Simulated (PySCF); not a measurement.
NaTe⁺ from Hartree–Fock to correlated methods

State: ³Σ⁻ (triplet), unpaired electrons π ↑↑. Set-up: basis Na def2-SVPD, Te def2-SVPD with ECP28; scalar-relativistic core potentials; PySCF 2.14. De refers to Na⁺ + Te in their high-spin ground configurations, without counterpoise correction. The functionals are run spin-unrestricted. A positive dipole points towards Te; it is taken about the centre of mass and depends on that origin.

```csv
Level,Re (Å),ωe (cm⁻¹),De (eV),μ (D),"CPU s a point (SCF and correlation, without the integrals)"
UHF,3.231,134,0.62,-10.57,0.084
UHF-MP2,3.232,134,0.64,n/a,0.15
UHF-SCS-MP2,3.235,134,0.64,n/a,n/a
UHF-CCSD,3.235,134,0.65,n/a,n/a
UHF-CCSD(T),3.237,134,0.65,n/a,6.1
PBE,3.159,142,0.75,-9.64,0.3
revPBE,3.201,136,0.72,-9.83,0.2
BP86,3.195,134,0.66,-9.96,0.19
r²SCAN,3.179,138,0.68,-10.07,0.39
PBE0,3.152,143,0.72,-9.85,0.55
r²SCAN0,3.166,140,0.68,-10.10,0.41
LC-ωPBE,3.144,143,0.67,-10.08,0.42
```

Which functional lies closest to UHF-CCSD(T) in De, which farthest, and by how much do they differ from it?

Closest is BP86 (-4.2 pm in Re, +0.0 % in ωe, +0.01 eV in De against UHF-CCSD(T) in the same basis), farthest PBE (-7.8 pm in Re, +6.0 % in ωe, +0.10 eV in De). CCSD(T) converges more slowly with the basis than the functionals do and binds too weakly in this one, so the order can change at the basis-set limit.

What does a quarter of exact exchange do here, going from PBE to PBE0?

PBE0 less PBE: -0.7 pm in Re, +0.7 % in ωe, -0.03 eV in De. Exact exchange removes part of the self-interaction that spreads semilocal densities, and in most molecules shortens and stiffens the bond and lowers De; so it does here.

What does the step from GGA to meta-GGA do here, going from PBE to r²SCAN?

r²SCAN less PBE: +2.0 pm in Re, -2.8 % in ωe, -0.07 eV in De. 

Correlated steps freeze 5 core orbitals. Correlated levels converge slowly with the basis: in double zeta they bind strong bonds too weakly, by up to about 1 eV, and carry superposition errors of some tenths. These are scalar-relativistic numbers at best; spin–orbit coupling would shift them, the dissociation energy most. For an ion De counts to the pair picked by the measured ionisation energies or electron affinities, which need not be the lowest pair at this level. The state was picked by a PBE0 search and need not be the measured ground state.

The whole job (state search and all levels along the bond) took about 1.7 min on 1 thread of Intel Xeon 6975P-C (shared host), peak memory 0.68 GiB.
